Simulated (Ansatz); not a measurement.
Consider the ligand exchange at the Si–F bond: `C[SiH2][SiH2]F` + `BS` → `BS[SiH2][SiH2]C` + H–F.

Calculated with Ansatz (gas phase, PBE0-D4/def2-TZVP geometries, no zero-point term in ΔE). CCSD(T)/CBS is the MP2 limit (def2-TZVPP, def2-QZVPP) plus CCSD(T) − MP2 in def2-TZVPP, frozen cores. This one scheme is used for every species. Functionals use def2-TZVPP. Each species was taken in one conformer, which may not be the lowest.

```json
{"species": "`C[SiH2][SiH2]F`", "r2SCAN-D4 energy (Eh)": "-721.16702"}
{"species": "`BS`", "r2SCAN-D4 energy (Eh)": "-424.82660"}
{"species": "`BS[SiH2][SiH2]C`", "r2SCAN-D4 energy (Eh)": "-1045.52046"}
{"species": "H–F", "r2SCAN-D4 energy (Eh)": "-100.44667"}
```

Q: Work out ΔE.

A: ΔE = (-1045.52046) + (-100.44667) − (-721.16702) − (-424.82660) = 0.02649 Eh = +69.5 kJ/mol. CCSD(T)/CBS gives +63.7 kJ/mol.

Largest T1 diagnostic among the species: 0.015.

In def2-TZVPP, CCSD(T) changes the Hartree–Fock value by −31.2 kJ/mol (the triples alone add −5.8 kJ/mol) and MP2 by −38.0 kJ/mol. The D4 term adds −15.9 kJ/mol with B3LYP and −9.0 kJ/mol with PBE0; it sums over pairs of atoms, weighted by their polarisabilities, and B3LYP, whose exchange is more repulsive, gets the larger term.

B3LYP here is the variant with VWN-RPA as its local correlation; programs differ in this.
